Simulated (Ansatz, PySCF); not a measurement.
This Ansatz (an electronic-structure program) input computes a B3LYP/def2-TZVPD energy:

Ansatz 0.2 input:
```yaml
crystal:
  periodic: [false, false, false]
  atoms:
    - {symbol: In, position_ang: [-0.13502049, -0.26849537, -0.11905660]}
    - {symbol: O, position_ang: [1.75275753, 0.18049266, -0.94762285]}
    - {symbol: H, position_ang: [2.35844912, 0.12494586, -0.19847221]}
    - {symbol: O, position_ang: [0.19678019, -0.32801593, 1.96377411]}
    - {symbol: H, position_ang: [-0.36018923, 0.37903304, 2.31168393]}
    - {symbol: O, position_ang: [-1.28164176, 1.47566962, -0.42722270]}
    - {symbol: H, position_ang: [-0.72542356, 2.02712324, -0.99086678]}
basis:
  gaussian:
    orbitals: def2-TZVPD
hamiltonian:
  xc: {name: B3LYP}
total_charge: -1
magnetization: {spin_polarized: true, initial_magnetization: 1}
output: {forces: true}
```

Task: Write an input for the same energy in PySCF and say what it gives.

Result: 
```python
from pyscf import gto, scf, dft

mol = gto.M(
    atom='''
    In   -0.13502049   -0.26849537   -0.11905660
    O     1.75275753    0.18049266   -0.94762285
    H     2.35844912    0.12494586   -0.19847221
    O     0.19678019   -0.32801593    1.96377411
    H    -0.36018923    0.37903304    2.31168393
    O    -1.28164176    1.47566962   -0.42722270
    H    -0.72542356    2.02712324   -0.99086678
    ''',
    basis='def2-tzvpd',
    ecp='def2-tzvp',
    charge=-1,
    spin=1,
    verbose=4,
)

mf = dft.UKS(mol, xc='b3lyp').density_fit(auxbasis='def2-universal-jkfit')
mf.grids.level = 3
mf.conv_tol = 1e-9
mf.max_cycle = 100
mf.max_memory = 1500
mf.kernel()
if not mf.converged:
    mf = mf.newton()
    mf.kernel(mf.make_rdm1())
for _ in range(2):
    mo, _, stable, _ = mf.stability(return_status=True)
    if stable:
        break
    mf.kernel(mf.make_rdm1(mo, mf.mo_occ))
mf.analyze()
```
It gives -417.88674 Eh, and Ansatz -417.88666 Eh, a difference of 0.08 mEh, from the treatment of integrals and grids.
